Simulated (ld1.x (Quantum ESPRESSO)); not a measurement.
# arsenic (As), TM: configuration errors across variants

```json
{"Element": "arsenic", "Generator": "ld1.x (Quantum ESPRESSO) 7.5", "Type": "norm-conserving Troullier–Martins (Kleinman–Bylander form)", "Functional": "PBE", "Relativity": "scalar-relativistic", "Frozen core": "[Ar]", "Valence charge": "15", "Reference configuration": "3d10 4s2 4p2 (charge +1)", "Partial waves": "4s (bound): rc 1.15 bohr; 4p (bound): rc 2.05 bohr; 3d (bound): rc 1.25 bohr", "Local potential": "all-electron potential smoothed inside 0.90 bohr (lloc = -1)", "Core correction": "none"}
```

All-electron excitation energies from the reference (eV): (1) 3d10 4s2 4p3 -9.149; (2) 3d10 4s2 4p1 17.918; (3) 3d10 4s2 4p0 45.621; (4) 3d10 4s2 4p3.3 -10.383; (5) 3d9 4s2 4p3 41.681; (6) 3d10 4s1 4p0 96.268; (7) 3d9 4s2 4p4 30.949.

A true bound ghost makes a file unfit for plane-wave use even where its test errors are small: the radial tests pick states by their node count and pass the ghost by.

Errors AE − PS in meV (a dash: test not solved or not reliable):

```csv
change,(1),(2),(3),(4),(5),(6),(7),bound ghosts
base,+5.8,+2.4,-2.1,+8.3,+21,+68,-158,s
wave 4p (bound): rc 2.05 bohr becomes 4p (bound): rc 1.38 bohr,+7.6,+5.7,+3.0,+11,+433,+72,+199,s
wave 4p (bound): rc 2.05 bohr becomes 4p (bound): rc 1.58 bohr,+5.9,+3.0,+1.3,+8.4,+50,+75,-133,s
wave 4p (bound): rc 2.05 bohr becomes 4p (bound): rc 1.80 bohr,+5.5,+2.5,+1.9,+7.8,-44,+79,-215,s
wave 4p (bound): rc 2.05 bohr becomes 4p (bound): rc 2.04 bohr,+5.7,+2.4,-0.7,+8.1,+1.4,+72,-175,s
wave 4p (bound): rc 2.05 bohr becomes 4p (bound): rc 2.48 bohr,+6.3,+0.5,-27,+9.1,+206,+11,+6.9,s
wave 4p (bound): rc 2.05 bohr becomes 4p (bound): rc 2.66 bohr,+6.3,-1.2,-45,+9.3,+290,-27,+81,s
wave 4p (bound): rc 2.05 bohr becomes 4p (bound): rc 2.86 bohr,+6.3,-3.3,-65,+9.4,+362,-66,+143,s
wave 4p (bound): rc 2.05 bohr becomes 4p (bound): rc 3.12 bohr,+6.1,-5.2,-83,+9.4,+411,-99,+184,s
```

(1) Give the same row for: wave 4p (bound): rc 2.05 bohr becomes 4p (bound): rc 2.22 bohr.

Answers

(1) +6.0, +1.9, -9.4, +8.7, +92, +50, -94; bound ghosts: s.
